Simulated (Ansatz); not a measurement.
The cluster Cs₃Ge₃Br₉. Charge 0, multiplicity 1. Geometry PBE-D4/def2-SVP, basis def2-TZVP, Ansatz.

Cartesian coordinates in Å:
```
Cs -2.0684 -2.8755 -1.3608
Cs -0.1942 1.6461 1.1311
Cs -3.0909 3.8163 -2.1362
Ge 1.3254 -5.4913 1.1816
Ge -0.8867 6.2418 0.4979
Ge 2.0072 -1.9744 -0.1441
Br -0.0011 -2.0471 1.4496
Br 0.7348 -5.0797 -1.2547
Br 0.3051 4.5976 -1.0270
Br -2.4129 7.2072 -1.2073
Br -2.5141 4.5169 1.4360
Br 2.7182 -7.4158 0.8976
Br 3.0772 0.0350 0.8174
Br 3.3646 -3.6938 1.1843
Br -2.3640 0.5166 -1.4653
```

| run | HOMO (eV) | LUMO (eV) |
| --- | --- | --- |
| A | -6.21 | -2.24 |
| B | -6.17 | -2.62 |
| C | -5.95 | -2.33 |
| D | -6.95 | -1.65 |

In the def2 sets Cs takes a core potential; there is no spin–orbit coupling. Single mean-field runs in def2-TZVP are fitted with def2-universal-jkfit. Another isomer (singlet) lies 0.34 eV lower at PBE0-D4/def2-TZVP; other spin states weren't run for this one.

**Question.** The runs used LDA (SPW92), PBE, PBE0, r2SCAN. Estimate which is which.

**Answer.** A r2SCAN (0 % exact exchange); B LDA (SPW92) (0 % exact exchange); C PBE (0 % exact exchange); D PBE0 (25 % exact exchange). Exact exchange lowers occupied and raises empty levels; among semilocal functionals meta-GGAs tend to open the gap a little, and such runs are hard to tell apart. The gap grows from 3.55 eV (LDA (SPW92)) to 5.30 eV (PBE0).
